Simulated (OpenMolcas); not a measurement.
## Rh3+ in a point-charge field

Rh3+ among 3 point charges of -1.5 e arranged as a planar triangle (D3h), 1.91 Å from the ion.

```json
{
  "Program": "OpenMolcas",
  "Method": "SS-CASPT2, IPEA 0.25 Eh, imaginary shift 0.1 Eh (closed shells correlated: 4s 4p)",
  "Basis": "ANO-RCC-VDZP [6s5p3d1f]",
  "Scalar Hamiltonian": "DKH2, point nucleus",
  "Active space": "6 electrons in 5 orbitals (4d)",
  "State averaging": "2S+1 = 5 even, 5 roots; 2S+1 = 3 even, 45 roots; 2S+1 = 1 even, 50 roots",
  "Spin-orbit coupling": "RASSI with atomic mean-field integrals over the reference wave functions"
}
```

The lowest spin-free states (labels of D3, the rotations of D3h), above the lowest:

| State | Degeneracy | E (cm-1) | Free-ion L (%) |
| --- | --- | --- | --- |
| 5A1 | 1 | 0 | D (100) |
| 5E | 2 | 2480 | D (100) |
| 5E | 2 | 13340 | D (100) |
| 3A1 | 1 | 17450 | H (56) |
| 3A2 | 1 | 17460 | H (56) |
| 3E | 2 | 17770 | G (42) |
| 3E | 2 | 18580 | G (37) |
| 3E | 2 | 19520 | H (76) |
| 3E | 2 | 20300 | H (100) |
| 3A2 | 1 | 21060 | F (55) |
| 3E | 2 | 21410 | F (52) |
| 3E | 2 | 21620 | H (51) |
| 3E | 2 | 22640 | P (75) |
| 3A2 | 1 | 22860 | P (48) |
| 3A1 | 1 | 23770 | G (79) |
| 3A2 | 1 | 24240 | F (95) |
| 3A1 | 1 | 24270 | F (95) |
| 1A2 | 1 | 26770 | I (100) |
| 1A1 | 1 | 26830 | I (100) |
| 1A1 | 1 | 26850 | G (75) |

The lowest levels with spin-orbit coupling:

```
E (cm-1)  Degeneracy  Label      2S+1                g
       0           1     A1         5                 
     110           2      E         5   0.00 0.00 3.84
     440           2      E         5   0.00 0.00 7.72
    2430           2                5   0.00 0.00 9.96
    3030           2      E         5   0.00 0.00 6.24
    3410           2      E         5   0.00 0.00 2.49
    3590           1     A2         5                 
    4060           1     A1         5                 
    4190           2      E         5   0.00 0.00 5.63
   12350           2      E         5  0.00 0.00 11.91
   13300           1     A1         5                 
   13300           1     A2         5                 
   14050           2      E         5   0.00 0.00 4.01
   14710           2      E         5   0.00 0.00 0.08
   15250           1     A1  5 (89 %)                 
   15340           1     A2         5                 
   16400           2      E         3   0.00 0.00 2.88
   16500           2      E         3   0.00 0.00 0.47
   16860           1     A1  3 (88 %)                 
   17200           1     A2         3
```

Powder χT (cm3 K/mol): 0.127 at 2 K, 0.635 at 10 K, 2.83 at 50 K, 3.81 at 100 K, 4.28 at 200 K, 4.42 at 300 K. The effective moment at 300 K is 2.828 √(χT) = 5.94 μB.

The lowest level has 2S+1 = 5, for which the spin-only value is χT = S(S+1) / 2 = 3.000 cm3 K/mol (g = 2). The computed 4.418 at 300 K differs by +1.418, through orbital momentum, spin-orbit coupling and any other state in reach.

Roots that are degenerate in the reference are averaged as groups; the widest CASPT2 spread within a group is 140 cm-1 (the 2-fold group of multiplicity 5 near 13300 cm-1 above the lowest state of its run). Shifts and gaps below about the spread of the groups concerned are not significant. Point charges give a weaker field than real ligands, and real ions of this kind are as a rule low spin; the high spin found here belongs to the model. Free-ion shares, where given, are those of the reference states; single-state CASPT2 does not remix them. This is an electrostatic model: the charges have no orbitals. No measured value stands beside these numbers.

With an even number of electrons the g values are those of a degenerate or nearly degenerate non-Kramers pair.
